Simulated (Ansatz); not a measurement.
System: C$_{4}$H$_{11}$Sn, charge 0, multiplicity 2. It need not be the lowest isomer of its formula. 
Coordinates optimised at B3LYP-D3(BJ)/def2-TZVP (Ansatz, a quantum-chemistry and plane-wave program):
```
Sn
C 1 2.1280
H 2 1.0849 1 122.56
H 2 1.0850 3 114.67 1 179.50
C 1 2.1622 2 108.57 3 -13.95
H 5 1.0895 1 110.14 2 -61.03
H 5 1.0897 6 108.85 1 120.87
H 5 1.0897 6 108.85 7 118.40
C 1 2.1649 2 109.23 3 -134.71
H 9 1.0893 1 110.15 2 62.08
H 9 1.0897 10 108.87 1 120.67
H 9 1.0898 10 109.00 11 118.59
C 1 2.1675 2 109.83 3 106.09
H 13 1.0892 1 110.07 2 -61.08
H 13 1.0895 14 108.91 1 -120.66
H 13 1.0899 14 109.06 15 -118.81
```
Charge 0, spin multiplicity 2.

Quantity: atomisation energy (electronic, to ground-state atoms), in kcal/mol. Cores are frozen in the correlated levels unless marked. Open shells are spin-unrestricted. No spin-orbit coupling. The frozen core is the preceding noble-gas configuration, with the filled d and f shells of earlier blocks. In def2 rows, elements after Kr have scalar-relativistic effective core potentials. The coupled-cluster limit lacks core correlation, which all-electron functionals hold. CBS(X,Y): correlation extrapolated as X^-3; Hartree-Fock from the larger set. The bracket is a focal-point correction in the basis named.

```csv
level,program,atomisation energy (kcal/mol),minus last row
PBE-D4/def2-TZVPD,Ansatz + dftd4,1367.5,14.6
BLYP-D4/def2-TZVPD,Ansatz + dftd4,1341.8,-11.1
revPBE-D4/def2-TZVPD,Ansatz + dftd4,1340.1,-12.8
PBE0/def2-SVP,Ansatz,1351.6,-1.3
PBE0-D3(BJ)/def2-TZVP,Ansatz + dftd3,1356.2,3.3
PBE0-D3(BJ)/def2-TZVPD,Ansatz + dftd3,1356.5,3.6
HSE06-D4/def2-TZVPD,Ansatz + dftd4,1356.6,3.7
HSE06/def2-TZVPD,Ansatz,1350.5,-2.4
SCS-MP2/def2-TZVPP,Ansatz,1328.9,-24.0
"RI-MP2/CBS(def2-TZVPP,def2-QZVPP)+[CCSD(T)-MP2]/def2-TZVPP",Ansatz,1352.9,0.0
```
